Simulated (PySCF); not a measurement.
Compound: C6H9FSi.
Numbering: `[CH:1]#[C:2][C@@H:3]([CH3:4])[C@@H:5]1[CH2:6][Si@@H:7]1[F:8]`

Geometry (GFN2-xTB, Å), atoms numbered from 1 in this order:
```xyz
17
C6H9FSi angstrom
C     -2.2796    1.4700    1.4662
C     -1.4891    0.6559    1.0867
C     -0.5341   -0.3228    0.5976
C     -1.2688   -1.4929   -0.0662
C      0.4270    0.3368   -0.3800
C      1.7571   -0.4139   -0.6771
Si     1.9765    1.2359    0.1829
F      2.3201    1.1470    1.7584
H     -2.9701    2.1791    1.8139
H      0.0346   -0.6992    1.4568
H     -0.5505   -2.2203   -0.4380
H     -1.9280   -1.9834    0.6468
H     -1.8681   -1.1354   -0.9013
H     -0.0889    0.6860   -1.2694
H      1.9078   -1.3284   -0.1170
H      1.9970   -0.5538   -1.7216
H      2.5500    2.4514   -0.3227
```

NICS = −σ at a ghost point: NICS(0) at the centroid of the ring atoms, NICS(1) 1 Å to either side along the normal of their mean plane, zz for the tensor component along that normal. Level: GIAO PBE0/pcSseg-1 (PySCF, non-relativistic, gas phase) on the GFN2-xTB geometry, one conformer.

Ring bond lengths (Å), with Mayer bond orders in brackets: C5–C6 1.556 (0.86), C6–Si7 1.873 (0.95), Si7–C5 1.878 (0.90).

Question: Give the NICS values of each ring in ppm.

Answer: 
```json
{"ring": "C5–C6–Si7", "type": "3-membered ring with Si; formal bonds all single", "NICS(0)": "-18.9", "NICS(1), two faces": "-4.3 / -7.5", "NICS(1)zz, two faces": "-5.5 / -14.7", "rms pucker (Å)": "0.00", "centre to ring atoms, mean (Å)": "1.02"}
```

Question: What can be read from them?

Answer: 
- C5–C6–Si7: mean NICS(1)zz -10.1 ppm, shielded. C5, C6, Si7 have four or more neighbours; no verdict on aromaticity is drawn. The two faces differ by 9.2 ppm, so no symmetry operation interchanges them. NICS(0) lies 13 ppm below the mean NICS(1).
